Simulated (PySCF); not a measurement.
Species: C3H5F2O2Si (doublet state).
Structure used (GFN2-xTB), in Å, numbered top down from 1:
```xyz
13
C3H5F2O2Si angstrom
F     -3.1732    0.1630    0.3352
C     -2.0704   -0.3805    0.9012
F     -2.0924   -0.1325    2.2231
O     -0.8998   -0.0196    0.3597
C     -0.7847    0.3329   -0.9431
C      0.4300    0.3985   -1.5115
O      1.5794    0.1290   -0.9139
Si     1.9357   -0.3531    0.6225
H     -1.6852    0.5684   -1.4886
H      0.5221    0.7090   -2.5436
H      1.3421   -1.6578    0.9012
H      3.3809   -0.4103    0.4510
H      1.5112    0.6533    1.5890
```

The hyperfine couplings belong to this conformer and change with its torsions.

Identity: `F[C](F)O/C=C\O[SiH3]` [radical].

Theory: UKS B3LYP, pcH-1 on C F H O Si, non-relativistic, mean-field spin-orbit, GIAO in PySCF 2.14.0. Geometry: GFN2-xTB, one conformer, isolated molecule. The geometry wasn't refined by DFT: couplings that depend on bond lengths, twists or pyramidal angles can differ widely from those at the functional's own minimum. Stability of the SCF solution: not tested.

Q: The isotropic 13C couplings are +666.2, -8.9, +6.3 MHz. Assign them to C2; C5; C6.

A: 
```
site  a_iso (MHz)  ρ(0) (bohr⁻³)                 position  distance from C2 (Å)  spin population  largest |T| (MHz)
  C2       +666.2        +0.5926  largest spin population                  0.00            +0.76              128.8
  C5         -8.9        -0.0079          2 bonds from C2                  2.36            -0.04                8.3
  C6         +6.3        +0.0056          3 bonds from C2                  3.56            +0.08               12.5
```

Q: The isotropic 17O couplings are -58.5, -1.4 MHz. Assign them to O4; O7.

A: 
```json
{"site": "O4", "a_iso (MHz)": "-58.5", "ρ(0) (bohr⁻³)": "+0.0965", "position": "1 bond from C2", "distance from C2 (Å)": "1.34", "spin population": "+0.09", "largest |T| (MHz)": "51.6"}
{"site": "O7", "a_iso (MHz)": "-1.4", "ρ(0) (bohr⁻³)": "+0.0023", "position": "4 bonds from C2", "distance from C2 (Å)": "4.11", "spin population": "+0.01", "largest |T| (MHz)": "4.7"}
```

ρ(0) is the spin density at the nucleus and T the dipolar tensor; a_iso includes a spin–orbit part; entries for several nuclei are means. Largest spin populations (Mulliken): C2 (+0.76), O4 (+0.09) and C6 (+0.08). C2 is the only atom above +0.15. The angles at C2 add up to 335.9°, so it is pyramidal.

β density exceeds α density at some nuclei, such as C5 (-0.0079) and H10 (-0.0012), spin density in bohr⁻³. In a single determinant that takes different orbitals for the two spins, that is spin polarisation.

Class means assume fast exchange of nuclei equivalent by connectivity; if that motion is slow, each nucleus keeps its own coupling.
